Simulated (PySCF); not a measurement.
Ru³⁺ (ruthenium, charge +3) across methods

[Kr] 4d5, high-spin 6S determinant. All numbers are calculated (PySCF 2.14, the spin-free X2C one-electron Hamiltonian (Gaussian nucleus), in x2c-TZVPPall with one added diffuse shell each of s, p, d, f type (9s7p7d3f1g, 95 functions)).

| method | E (hartree) | mean ε 4p α (eV) | mean ε 4p β (eV) | mean ε 4d α (eV) | Σ⟨r²⟩ (bohr²) | ⟨S²⟩ |
| --- | --- | --- | --- | --- | --- | --- |
| r2SCAN | -4528.39 | -84.073 | -78.795 | -39.377 | 26.05 | 8.751 |
| UHF | -4526.23472 | -97.982 | -86.873 | -46.176 | 26.03 | 8.751 |
| M06 | -4528.41 | -86.332 | -81.128 | -40.660 | 26.03 | 8.750 |
| LC-wPBE | -4527.97 | -88.236 | -83.405 | -43.763 | 26.09 | 8.751 |
| LDA | -4523.28 | -82.212 | -78.487 | -38.973 | 26.23 | 8.750 |
| PBE | -4527.96 | -82.220 | -78.125 | -38.915 | 26.19 | 8.750 |
| TPSS | -4528.20 | -82.640 | -78.339 | -38.889 | 26.14 | 8.750 |
| PBE0 | -4528.06 | -86.436 | -80.713 | -40.957 | 26.09 | 8.750 |
| TPSSh | -4528.21 | -84.285 | -79.347 | -39.707 | 26.10 | 8.750 |
